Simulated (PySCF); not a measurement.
## Tm⁵⁵⁺ (thulium, charge +55): Hartree-Fock from Schrödinger to Dirac-Coulomb-Breit

Occupied: 1s1/2, 2s1/2, 2p1/2, 2p3/2, 3s1/2, 3p1/2. Hartree-Fock calculated with PySCF 2.14 in an uncontracted even-tempered set (17 s from 7 bohr⁻², ratio 2.7; 14 p from 8.4 bohr⁻², ratio 2.7), Gaussian nucleus throughout. NR is non-relativistic, sf-X2C the spin-free one-electron X2C Hamiltonian, X2C adds the bare one-electron spin-orbit term, X2C-SNSO screens it by Boettger's factors, DC is four-component Dirac-Coulomb, and the Gaunt and Breit terms are added at first order (total energies over the DC spinors, levels after relaxing the spinors in that mean field). QED terms are absent. Levels marked empty are virtual spinors of this ion; the basis has s and p functions only, so 3d, which can lie below the n = 4 levels, is absent.

```csv
Hamiltonian,E (hartree),E − E(DC) (hartree),CPU seconds
X2C,-10333.2299,3.3113,0.27
X2C-SNSO,-10332.1444,4.3968,0.27
DC,-10336.5412,0.0000,12
DC+Gaunt,-10324.1731,12.3680,20
DC+Breit,-10325.2933,11.2478,54
```

**Question.** Give the 2p spin-orbit interval with each Hamiltonian that has one.

**Answer.** X2C 1059; X2C-SNSO 1026; DC 1024; DC+Gaunt 1012; DC+Breit 1012 (eV).

```tsv
level (eV)	X2C	X2C-SNSO	DC	DC+Gaunt	DC+Breit
1s1/2	-63884.7	-63885.9	-63952.8	-63757.7	-63771.1
2s1/2	-14195.1	-14195.6	-14204.8	-14183.7	-14185.3
2p1/2	-13775.7	-13751.2	-13756.6	-13720.7	-13724.4
2p3/2	-12716.8	-12725.5	-12732.2	-12708.4	-12711.9
3s1/2	-5678.8	-5679.0	-5681.2	-5676.0	-5676.6
3p1/2	-5536.9	-5530.6	-5532.0	-5522.9	-5524.1
3p3/2 (empty)	-5154.1	-5156.4	-5157.8	-5151.9	-5153.1
4s1/2 (empty)	-2950.7	-2950.7	-2951.5	-2949.6	-2949.8
```

Weight of the small component: 1s1/2 0.0669, 2s1/2 0.0154, 2p1/2 0.0153, 2p3/2 0.0141, 3s1/2 0.00589, 3p1/2 0.00584, 3p3/2 0.00546, 4s1/2 0.00277.

Koopmans' value for the highest occupied level at DC+Breit: 5524.1 eV, against an ionisation energy of 5527 ± 5 eV (theoretical estimate listed by NIST; NIST Atomic Spectra Database, ionization energies); the former lacks relaxation, correlation, QED and recoil.

The whole ladder took 89 s of wall time on 1 thread of Neoverse-V1 (shared host), launched as `OMP_NUM_THREADS=1 python relrun2.py TASK.json OUT` (a driver that calls PySCF for each Hamiltonian).

Dirac-Coulomb iterations, started from the X2C spinors:

```
with_ssss True, with_gaunt False, with_breit False
light speed = 137.03599967994
init E= -10275.7861788405
cycle= 1 E= -10336.53944753  delta_E= -60.8  |g|= 2.69  |ddm|= 0.191
cycle= 2 E= -10336.5411616885  delta_E= -0.00171  |g|= 0.0374  |ddm|= 0.0141
cycle= 3 E= -10336.5411637105  delta_E= -2.02e-06  |g|= 0.00124  |ddm|= 0.000737
cycle= 4 E= -10336.5411637129  delta_E= -2.4e-09  |g|= 6.28e-06  |ddm|= 2.04e-05
```
